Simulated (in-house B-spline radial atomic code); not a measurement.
How numerical settings move a run on the sulfur ion S²⁺, [Ne] 3s2 3p2. Computed with a B-spline radial code for spherical atoms: non-relativistic M06-L, spherical fractional occupations, point nucleus.

Command:
```bash
python run_scf.py task.json out
```
Settings of the sound reference run:
```
Z                16
electrons        14
configuration    [Ne] 3s2 3p2
hamiltonian      nr
method           m06l
spin_polarised   False
knot_spacing     0.22
spline_order     8
gauss_points     12
box_radius       22.22
max_iterations   70
damping          0.5
damped_steps     3
diis_vectors     10
tolerance        1e-08
start            Thomas-Fermi
```

Run time, properties included: 0.33 s on 1 thread of Intel(R) Xeon(R) Platinum 8259CL CPU @ 2.50GHz (shared host).

It converges in 10 iterations to -396.812167 hartree, with 3p at -27.9158 eV. The other runs change the listed settings, some to values that make no sense; their results aren't properties of the atom or ion. Radii are in bohr (the nuclear one in fm), a minus after a letter asks for a j subshell, and «unchanged» means within 1e-8 hartree. The run stops when the residual is below 10 × tolerance × max(1, Z/10), or a noise floor if that is larger, and the energy moves by less than 1e-8 × √|E| hartree; so very loose and very tight tolerances often act alike.

| changed settings | outcome |
| --- | --- |
| knot_spacing = 1.4, max_iterations = 50, damped_steps = 0 | converged in 21 iterations, energy +1.08e+01 hartree from the reference, 3p level -8.9e-01 eV (the program warns: 1s reaches the box edge; 2s reaches the box edge) |
| hamiltonian = dirac, method = hf, spin_polarised = True, nucleus = fermi, rms_radius = 3.2611, mass_number = 32, atomic_mass = 31.97207, speed_of_light = 137.036 | stopped with error: spin polarisation is not served with the Dirac Hamiltonian |
| tolerance = 1e-06 | converged in 7 iterations, energy unchanged, 3p level -2.3e-04 eV |
| box_radius = 4.44, first_knot = 0.0625, max_iterations = 60, damping = 0.2 | converged in 10 iterations, energy +1.38e-02 hartree from the reference, 3p level +3.7e-01 eV (the program warns: 3p reaches the box edge; 3s reaches the box edge) |
| first_knot = 0.00625, max_iterations = 75, diis_vectors = 1 | converged in 12 iterations, energy -5.98e-05 hartree from the reference, 3p level -1.1e-02 eV |
| spline_order = 7, gauss_points = 4, first_knot = 6.25e-05, max_iterations = 50, damped_steps = 8 | converged in 11 iterations, energy +3.66e-04 hartree from the reference, 3p level -1.6e-02 eV |
| diis_vectors = 0 | converged in 27 iterations, energy unchanged, 3p level +5.9e-07 eV |
| diis_vectors = 20 | converged in 10 iterations, energy unchanged |

Question: What happens with knot_spacing = 1.4, max_iterations = 60, damped_steps = 1?

Answer: Converged in 18 iterations, energy +1.08e+01 hartree from the reference, 3p level -8.9e-01 eV (the program warns: 1s reaches the box edge; 2s reaches the box edge).

Question: What happens with diis_vectors = 1?

Answer: Converged in 12 iterations, energy unchanged, 3p level +2.1e-06 eV.

Question: What happens with diis_vectors = 2?

Answer: Converged in 10 iterations, energy unchanged, 3p level +7.8e-07 eV.

Question: What happens with tolerance = 1e-13?

Answer: Converged in 11 iterations, energy unchanged, 3p level +1.1e-06 eV.
